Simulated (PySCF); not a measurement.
Computed shifts of a molecule C5H7F, PBE/pcSseg-1 (PySCF), GIAO, gas phase, atoms alike by connectivity averaged where their shifts nearly agree, in ppm (number of nuclei): ¹³C: 157.2 (1), 136.9 (1), 130.4 (1), 119.3 (1), 25.2 (1). ¹⁹F: -133.6 (1). ¹H: 6.85 (1), 6.80 (1), 5.97 (1), 5.48 (1), 2.25 (3). References: ¹³C against TMS (σ = 182.0 ppm); ¹⁹F against CFCl3 (σ = 133.6 ppm); ¹H against TMS (σ = 31.49 ppm), references at their B3LYP-D3(BJ)/def2-TZVP geometries, non-relativistic. Coordinates come from a B3LYP-D3(BJ)/def2-SVP optimisation. The values are those of a single conformer.

Which molecule gave these data?
A) C=CC(F)C=C
B) C=C(C)C(=C)F
C) FC1CC=CC1
D) C/C=C/C=C\F

D, C/C=C/C=C\F
